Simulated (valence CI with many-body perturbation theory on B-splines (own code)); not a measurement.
Ag40+: electric-dipole lines

Calculated by configuration interaction combined with many-body perturbation theory (CI+MBPT): five valence electrons over a frozen Dirac-Fock core [He], radial functions for each j: 9 s, 9 p, 8 d, 6 f, 3 g, 1 h, with the one-electron correlation potential Σ1, the two-electron term Σ2, the three-electron term Σ3, Breit, model QED; selected CI, second order for the rest (own B-spline code, finite nucleus).

The last digits are not significant, and no measured levels were compared; by estimate large intervals hold to a few tenths of a per cent, small ones and those within an open d or f shell to about a per cent. Among the levels kept, up to 1700 cm⁻¹ of a level comes from second order outside the variational space, and about a tenth of that is noise between levels of different J, which matters for small intervals.

Lines 51 to 100 of 237 in falling wavelength, among levels below 3915.3 eV, chosen from the strongest by gf and those to the six lowest levels. Wavelengths and rates use the calculated energies. Electric multipoles are in the length gauge, E1 and E2 with the static RPA response of the core. Weak lines are less certain than strong ones. Lines between different terms over intervals too small for the method are left out, as are lines whose strength nearly cancels. The highest levels of a list are the least certain.

Levels are named by their leading jj configuration (3d3/2^4 stands for four electrons in 3d with j = 3/2), which in mixed levels can hold well under half, so a name can repeat and another be missing. Letters in brackets count levels of one name in rising energy.

| λ vac (nm) | Upper | Lower | A (s⁻¹) | log gf | Branch % |
| --- | --- | --- | --- | --- | --- |
| 10.69 | (2s^2 2p1/2 2p3/2 3d5/2) J=7/2 [b] | (2s^2 2p1/2 2p3/2 3p1/2) J=5/2 | 1.45e+10 | -0.70 | 0.7 |
| 10.59 | (2s^2 2p1/2 2p3/2 3d3/2) J=3/2 [a] | (2s^2 2p1/2 2p3/2 3p1/2) J=1/2 | 1.64e+10 | -0.96 | 0.0 |
| 10.59 | (2s 2p1/2^2 2p3/2 3p3/2) J=3/2 [b] | (2s 2p1/2^2 2p3/2 3s) J=1/2 | 2.73e+10 | -0.74 | 0.1 |
| 10.43 | (2s^2 2p1/2 2p3/2 3p3/2) J=5/2 [b] | (2s^2 2p1/2 2p3/2 3s) J=3/2 [b] | 2.54e+10 | -0.60 | 1.5 |
| 10.33 | (2s^2 2p1/2 2p3/2 3d3/2) J=1/2 [a] | (2s^2 2p1/2 2p3/2 3p1/2) J=1/2 | 2.72e+10 | -1.06 | 0.1 |
| 10.28 | (2s 2p1/2^2 2p3/2 3p3/2) J=1/2 [b] | (2s 2p1/2^2 2p3/2 3s) J=1/2 | 4.55e+10 | -0.84 | 1.3 |
| 10.01 | (2s 2p1/2^2 2p3/2 3p3/2) J=5/2 [a] | (2s 2p1/2^2 2p3/2 3s) J=5/2 | 2.41e+10 | -0.66 | 0.0 |
| 9.938 | (2s^2 2p1/2 2p3/2 3p3/2) J=5/2 [b] | (2s^2 2p1/2 2p3/2 3s) J=5/2 | 1.49e+10 | -0.88 | 0.9 |
| 9.789 | (2s 2p1/2^2 2p3/2 3p1/2) J=5/2 | (2s^2 2p1/2 2p3/2 3p1/2) J=3/2 [b] | 8.21e+09 | -1.15 | 0.0 |
| 9.745 | (2s^2 2p3/2^2 3p3/2) J=3/2 [a] | (2s^2 2p3/2^2 3s) J=3/2 | 1.87e+10 | -0.97 | 0.1 |
| 9.496 | (2s^2 2p1/2 2p3/2 3p3/2) J=1/2 [b] | (2s^2 2p1/2 2p3/2 3s) J=3/2 [b] | 4.88e+10 | -0.88 | 2.6 |
| 9.267 | (2s 2p1/2 2p3/2^2 3s) J=3/2 | (2s^2 2p3/2^2 3s) J=3/2 | 1.78e+10 | -1.04 | 0.1 |
| 8.655 | (2s 2p1/2^2 2p3/2 3s) J=5/2 | (2s^2 2p1/2 2p3/2 3s) J=5/2 | 1.03e+10 | -1.16 | 0.1 |
| 8.134 | (2s 2p1/2 2p3/2^2 3s) J=7/2 | (2s^2 2p3/2^2 3s) J=5/2 | 1.34e+10 | -0.97 | 0.0 |
| 7.954 | (2s 2p1/2 2p3/2^3) J=3/2 [a] | (2s^2 2p3/2^3) J=3/2 | 1.00e+09 | -2.42 | 0.3 |
| 7.634 | (2s 2p1/2^2 2p3/2^2) J=5/2 | (2s^2 2p1/2 2p3/2^2) J=5/2 | 5.42e+09 | -1.55 | 5.9 |
| 6.880 | (2s 2p1/2^2 2p3/2^2) J=5/2 | (2s^2 2p1/2 2p3/2^2) J=3/2 | 1.29e+10 | -1.26 | 14.1 |
| 6.755 | (2s 2p1/2 2p3/2^3) J=5/2 | (2s^2 2p3/2^3) J=3/2 | 1.37e+10 | -1.25 | 4.6 |
| 6.414 | (2s 2p1/2^2 2p3/2^2) J=1/2 | (2s^2 2p1/2 2p3/2^2) J=1/2 | 2.19e+10 | -1.57 | 6.4 |
| 6.207 | (2p1/2^2 2p3/2^3) J=3/2 | (2s 2p1/2 2p3/2^3) J=3/2 [b] | 3.27e+10 | -1.12 | 3.8 |
| 5.846 | (2s 2p1/2 2p3/2^3) J=1/2 | (2s^2 2p3/2^3) J=3/2 | 9.37e+09 | -2.02 | 1.2 |
| 5.643 | (2s 2p1/2^2 2p3/2^2) J=3/2 | (2s^2 2p1/2 2p3/2^2) J=5/2 | 2.09e+10 | -1.40 | 3.8 |
| 5.537 | (2s 2p1/2 2p3/2^3) J=3/2 [b] | (2s^2 2p3/2^3) J=3/2 | 2.03e+10 | -1.43 | 2.5 |
| 5.250 | (2s 2p1/2^2 2p3/2^2) J=1/2 | (2s^2 2p1/2 2p3/2^2) J=3/2 | 1.05e+09 | -3.06 | 0.3 |
| 5.220 | (2s 2p1/2^2 2p3/2^2) J=3/2 | (2s^2 2p1/2 2p3/2^2) J=3/2 | 7.93e+09 | -1.89 | 1.4 |
| 5.163 | (2p1/2^2 2p3/2^3) J=3/2 | (2s 2p1/2 2p3/2^3) J=5/2 | 8.30e+10 | -0.88 | 9.6 |
| 3.880 | (2s 2p1/2 2p3/2^2 3s) J=5/2 | (2s^2 2p1/2 2p3/2 3s) J=3/2 [a] | 5.93e+10 | -1.10 | 0.2 |
| 3.814 | (2s 2p1/2 2p3/2^3) J=3/2 [a] | (2s^2 2p1/2 2p3/2^2) J=1/2 | 2.91e+09 | -2.60 | 0.9 |
| 3.685 | (2s 2p1/2 2p3/2^2 3s) J=7/2 | (2s^2 2p1/2 2p3/2 3s) J=5/2 | 4.91e+10 | -1.10 | 0.1 |
| 3.557 | (2s 2p1/2^2 2p3/2^2) J=5/2 | (2s^2 2p1/2^2 2p3/2) J=3/2 | 7.32e+10 | -1.08 | 80.0 |
| 3.541 | (2s 2p1/2 2p3/2^3) J=3/2 [a] | (2s^2 2p1/2 2p3/2^2) J=5/2 | 1.22e+10 | -2.04 | 4.0 |
| 3.369 | (2s 2p1/2 2p3/2^3) J=3/2 [a] | (2s^2 2p1/2 2p3/2^2) J=3/2 | 2.78e+11 | -0.72 | 90.2 |
| 3.281 | (2s 2p1/2 2p3/2^3) J=5/2 | (2s^2 2p1/2 2p3/2^2) J=5/2 | 2.70e+11 | -0.58 | 91.5 |
| 3.274 | (2s 2p1/2^2 2p3/2 3p3/2) J=5/2 [b] | (2s^2 2p1/2^2 3p3/2) J=3/2 | 2.81e+11 | -0.57 | 0.8 |
| 3.251 | (2s 2p1/2 2p3/2^3) J=1/2 | (2s^2 2p1/2 2p3/2^2) J=1/2 | 2.12e+11 | -1.17 | 27.3 |
| 3.242 | (2s 2p1/2^2 2p3/2 3p1/2) J=1/2 | (2s^2 2p1/2^2 3p1/2) J=1/2 | 3.09e+11 | -1.01 | 2.2 |
| 3.223 | (2s 2p1/2^2 2p3/2 3p1/2) J=3/2 [b] | (2s^2 2p1/2^2 3p1/2) J=1/2 | 2.97e+11 | -0.73 | 1.8 |
| 3.222 | (2s 2p1/2^2 2p3/2 3s) J=1/2 | (2s^2 2p1/2^2 3s) J=1/2 | 3.16e+11 | -1.01 | 1.0 |
| 3.217 | (2p1/2 2p3/2^4) J=1/2 | (2s 2p1/2 2p3/2^3) J=3/2 [b] | 7.26e+11 | -0.65 | 64.1 |
| 3.208 | (2s 2p1/2^2 2p3/2 3p3/2) J=3/2 [b] | (2s^2 2p1/2^2 3p3/2) J=3/2 | 3.06e+11 | -0.72 | 1.0 |
| 3.197 | (2s 2p1/2^2 2p3/2 3s) J=3/2 [b] | (2s^2 2p1/2^2 3s) J=1/2 | 2.97e+11 | -0.74 | 1.8 |
| 3.178 | (2s 2p1/2^2 2p3/2 3p3/2) J=1/2 [b] | (2s^2 2p1/2^2 3p3/2) J=3/2 | 3.22e+11 | -1.01 | 9.2 |
| 3.153 | (2s 2p1/2 2p3/2^3) J=3/2 [b] | (2s^2 2p1/2 2p3/2^2) J=1/2 | 1.45e+11 | -1.06 | 17.6 |
| 3.134 | (2s 2p1/2 2p3/2^3) J=5/2 | (2s^2 2p1/2 2p3/2^2) J=3/2 | 1.13e+10 | -2.00 | 3.8 |
| 3.121 | (2p1/2 2p3/2^4) J=1/2 | (2s 2p1/2 2p3/2^3) J=1/2 | 2.72e+11 | -1.10 | 23.9 |
| 3.113 | (2p1/2^2 2p3/2^3) J=3/2 | (2s 2p1/2^2 2p3/2^2) J=3/2 | 4.49e+11 | -0.58 | 51.8 |
| 3.112 | (2s 2p3/2^4) J=1/2 | (2s^2 2p3/2^3) J=3/2 | 6.96e+11 | -0.69 | 94.7 |
| 3.065 | (2s 2p1/2^2 2p3/2^2) J=1/2 | (2s^2 2p1/2^2 2p3/2) J=3/2 | 3.20e+11 | -1.04 | 93.3 |
| 3.055 | (2s 2p1/2^2 2p3/2^2) J=3/2 | (2s^2 2p1/2^2 2p3/2) J=3/2 | 5.20e+11 | -0.54 | 94.7 |
| 2.965 | (2s 2p1/2 2p3/2^3) J=3/2 [b] | (2s^2 2p1/2 2p3/2^2) J=5/2 | 6.32e+11 | -0.48 | 76.7 |
